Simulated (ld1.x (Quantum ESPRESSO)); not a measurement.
# What one change does to a pseudopotential (Li (Z = 3), PAW)

- Element: Li (Z = 3)
- Generator: ld1.x (Quantum ESPRESSO) 7.5
- Type: PAW
- Functional: PBEsol
- Relativity: scalar-relativistic
- Frozen core: none
- Valence charge: 3
- Reference configuration: 1s2 2s0 2p0 (charge +1)
- Partial waves: 1s (bound): rcut 1.00, rcutus 1.15 bohr; 2s (bound, empty): rcut 1.00, rcutus 1.15 bohr; 2p (bound, empty): rcut 3.65, rcutus 4.60 bohr; 2p channel at 2.2 Ry: rcut 3.65, rcutus 4.60 bohr; 3d channel at -0.1 Ry: rcut 3.05, rcutus 4.00 bohr; 3d channel at 2.1 Ry: rcut 3.05, rcutus 4.00 bohr
- Local potential: all-electron potential smoothed inside 2.25 bohr (lloc = -2)
- Core correction: none
- Augmentation charge: PSQ, inside the norm-conserving radii

Change: waves 1s (bound): rcut 0.98, rcutus 1.04 bohr; 2s (bound): rcut 0.98, rcutus 1.04 bohr.

Cutoffs: the cutoffs (Ry, on a coarse ladder) from which the occupation-weighted sum of valence levels, in a spherical-Bessel basis at the reference potential, stays within 10 and 1 mRy of its value at 400 Ry; they do not see the model core or the augmentation charge, which bear on the density cutoff. Errors are all-electron minus pseudo energies relative to the spin-unpolarised reference configuration.

Problem. Predict the effect on cutoff, ghosts and configuration errors.

Solution. The potential gets harder (35 Ry and 45 Ry → 40 Ry and 50 Ry); the number of tests that count goes from 3 to 4; the errors of the 3 common tests hardly move; neither file shows a bound ghost at the reference potential, the only one tested. A smaller radius makes the pseudo-wave follow the all-electron one further in, where it bends more sharply, so more plane waves are needed.

| quantity | base | changed |
| --- | --- | --- |
| cutoff, loose | 35 Ry | 40 Ry |
| cutoff, tight | 45 Ry | 50 Ry |
| bound ghosts | none | none |
| tests counted (converged, no solver errors) | 3 of 4 | 4 of 4 |
| error for 1s2 2s1 2p0, meV [ΔE -5.19 eV] | -0.3 | -0.3 |
| error for 1s2 2s0.5 2p0, meV [ΔE -3.17 eV] | -0.1 | -0.1 |
| error for 1s2 2s0 2p1, meV [ΔE -3.43 eV] | -90 | -90 |
| s: phases at 4.99 bohr within 0.05 rad from the reference energy up to (Ry; the scan ends near 5) | 2.2 | 2.2 |
| p: phases at 4.99 bohr within 0.05 rad from the reference energy up to (Ry; the scan ends near 5) | -0.1 | -0.1 |
| d: phases at 4.99 bohr within 0.05 rad from the reference energy up to (Ry; the scan ends near 5) | 1.1 | 1.1 |
| lowest overlap eigenvalue by channel | s 0.22, p 1.00, d 0.96 | s 0.37, p 1.00, d 0.96 |

Base: The cutoffs count occupied waves only; the empty 2s level needs 50 Ry at the loose tolerance. Tests not counted: 1s1 2s1 2p0 (solver errors, printed error -35.7 eV).
